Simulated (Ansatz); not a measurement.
System: YCl₂, charge 0, multiplicity 2. The spin state was set by rule; other spins were not relaxed. 
Coordinates optimised at B3LYP-D3(BJ)/def2-TZVP (Ansatz, a quantum-chemistry and plane-wave program):
```xyz
3

Y      0.3754    -0.0246     0.3549
Cl     1.0526     0.3926    -1.9505
Cl    -1.9137    -0.3361     1.1364
```
Charge 0, spin multiplicity 2.

Basis-set convergence of Hartree-Fock and CCSD correlation energies (hartree) with Ansatz. Valence correlation only, unless marked. UHF or UKS for open shells. Spin-orbit coupling is left out. Frozen are the shells of the preceding noble gas and the d and f shells that filled before the atom's block. In def2 rows, elements after Kr have scalar-relativistic effective core potentials.

```csv
basis,functions,E(HF),"E(corr, CCSD)"
def2-SVP,67,-956.76702,-0.32447
def2-TZVPP,140,[?],[?]
```

Problem. Fill in the missing entries.

Solution. 
- def2-TZVPP, E(HF): -957.08811
- def2-TZVPP, E(corr, CCSD): -0.45259
